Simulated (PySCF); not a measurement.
**MTl for M along the third period**

PBE0 with double-zeta basis sets in PySCF, for the lowest determinant that a PBE0 search found; no spin–orbit coupling. De refers to high-spin ground-configuration atoms. A positive dipole means M(−)Tl(+).

```json
{"M": "Na", "basis": "def2-SVP", "state (unpaired electrons)": "singlet (closed shell)", "Re (Å)": "3.276", "ωe (cm⁻¹)": "133", "De (eV)": "0.73", "μ (D)": "-1.28"}
{"M": "Mg", "basis": "def2-SVP", "state (unpaired electrons)": "doublet (π ↑)", "Re (Å)": "3.038", "ωe (cm⁻¹)": "142", "De (eV)": "0.41", "μ (D)": "-0.69"}
{"M": "Al", "basis": "def2-SVP", "state (unpaired electrons)": "triplet (σ ↑, π ↑)", "Re (Å)": "2.924", "ωe (cm⁻¹)": "183", "De (eV)": "1.35", "μ (D)": "1.04"}
{"M": "Si", "basis": "def2-SVP", "state (unpaired electrons)": "quartet (σ ↑, π ↑↑)", "Re (Å)": "2.683", "ωe (cm⁻¹)": "234", "De (eV)": "2.22", "μ (D)": "2.56"}
{"M": "P", "basis": "def2-SVP", "state (unpaired electrons)": "triplet (π ↑↑)", "Re (Å)": "2.736", "ωe (cm⁻¹)": "236", "De (eV)": "1.81", "μ (D)": "2.66"}
{"M": "S", "basis": "def2-SVP", "state (unpaired electrons)": "doublet (π ↑)", "Re (Å)": "2.612", "ωe (cm⁻¹)": "274", "De (eV)": "2.98", "μ (D)": "3.39"}
{"M": "Cl", "basis": "def2-SVP", "state (unpaired electrons)": "singlet (closed shell)", "Re (Å)": "2.519", "ωe (cm⁻¹)": "298", "De (eV)": "4.33", "μ (D)": "4.16"}
```

**Question.** By what factor does the bond length vary along the series?

**Answer.** At PBE0 it runs from 2.519 Å (TlCl) to 3.276 Å (NaTl), a factor of 1.30.

The state changes along the series, so neighbouring rows are not always alike in their bonding.

Closed-shell solutions of metal pairs were not tested for spin polarisation, which can lower them a little. Weak bonds: MgTl. Basis-set superposition, not corrected here, can be much of De in a small basis, most of all at correlated wavefunction levels. Functionals without a dispersion term scatter widely for such bonds, and LDA overbinds them. These are scalar-relativistic numbers at best; spin–orbit coupling would shift them, the dissociation energy most. States were picked by a PBE0 search and need not be the measured ground states.
